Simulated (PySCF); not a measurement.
CuH, SMILES [CuH] (connectivity only; charge and spin as stated), neutral, multiplicity 1. Atoms are numbered in the order given.

```xyz
2

Cu     0.0000     0.0000    -0.0495
H      0.0000     0.0000     1.4359
```

The structure is a stationary point at PBE0-D3(BJ)/def2-TZVPD. The multiplicity is an assumed one; other spin states were not compared.

Computed with PySCF with PBE/pcSseg-2.

GIAO shieldings, no solvent; atoms alike by connectivity are averaged. δ = σ(ref) − σ: ¹H against TMS (σ = 31.47 ppm), references at their B3LYP-D3(BJ)/def2-TZVP geometries, non-relativistic.

Q: Estimate the chemical shifts. (An estimate is asked for; the answer gives what the named calculation found.)

A: 
```json
[
 {"nucleus": "¹H", "atoms": "H2", "count": "1", "δ (ppm)": "-0.52"}
]
```
